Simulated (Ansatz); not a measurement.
Geometry optimisation, RKS PBE0-D4/def2-SVP (Ansatz).

Input file:

```yaml
crystal:
  periodic: [false, false, false]
  atoms:
    - { symbol: C, position_ang: [-1.3169, 0.8377, 1.342] }
    - { symbol: "N", position_ang: [0.0505, 0.7223, 1.5998] }
    - { symbol: Ga, position_ang: [1.0532, 0.8932, -0.4085] }
    - { symbol: "N", position_ang: [0.7863, 0.2935, -1.5178] }
    - { symbol: Si, position_ang: [0.7619, -1.5061, -1.3796] }
    - { symbol: H, position_ang: [-1.5418, 1.8906, 0.865] }
    - { symbol: H, position_ang: [-1.9123, 0.8189, 2.2825] }
    - { symbol: H, position_ang: [-1.669, 0.1072, 0.6249] }
    - { symbol: H, position_ang: [0.2006, -0.2102, 2.0507] }
    - { symbol: H, position_ang: [1.5958, 1.499, 0.2221] }
    - { symbol: H, position_ang: [-0.2864, 0.5394, -1.7124] }
    - { symbol: H, position_ang: [-0.1273, -1.9163, -0.2682] }
    - { symbol: H, position_ang: [2.0814, -1.8989, -1.059] }
    - { symbol: H, position_ang: [0.3109, -2.0994, -2.6127] }
basis:
  gaussian: { orbitals: def2-SVP }
hamiltonian:
  xc: pbe0
  dispersion: d4
relax:
  f_tol: 0.015
  max_steps: 40
output:
  orbitals: {}
```

Run as:

```bash
$ ansatz run input.yaml --threads 2 --pin off --max-ram 3072MiB --backend cpu --events-out ev --progress --plain --runs-dir out
```

Problem. Where does it end, and by what steps?

Solution. It converged. The force dipped under the threshold on the way, but the program's further checks kept it going. After 29 steps the energy has fallen by 17.215 eV; H9 moved furthest, 2.17 Å. The start is strongly strained (largest force component 45 eV/Å), so its close contacts needn't be bonds. Parted: Ga3–Si5, Ga3–H11.

```tsv
step	energy less start (eV)	largest force component (eV/Å)	accepted
0	0.0000	44.611	yes
2	-13.6711	6.473	yes
4	-16.0321	0.710	yes
6	-16.3716	0.439	yes
8	-16.5412	0.711	yes
10	-16.7150	0.929	yes
12	-16.8689	1.140	yes
14	-16.9991	0.675	yes
16	-17.1025	0.478	yes
18	-17.1801	0.186	yes
20	-17.1954	0.080	yes
22	-17.2057	0.273	yes
24	-17.2132	0.031	yes
26	-17.2144	0.046	yes
28	-17.2149	0.011	yes
29	-17.2150	0.008	yes
```

```xyz
14
Properties=species:S:1:pos:R:3
C -1.616 1.295 1.507
N -0.177 1.322 1.484
Ga 0.964 0.400 0.413
N 0.199 -0.731 -0.816
Si 1.002 -1.742 -1.972
H -2.070 2.279 1.284
H -2.026 0.959 2.479
H -2.001 0.595 0.748
H 0.221 1.953 2.169
H 2.503 0.558 0.532
H -0.817 -0.765 -0.823
H 0.677 -3.196 -1.797
H 2.473 -1.556 -1.787
H 0.655 -1.398 -3.391
```

Whether the end is a true minimum wasn't checked by a vibrational analysis.

Time of the run: 3 min on 2 threads of Arm Neoverse V1, on a shared host, peak memory 0.38 GiB.
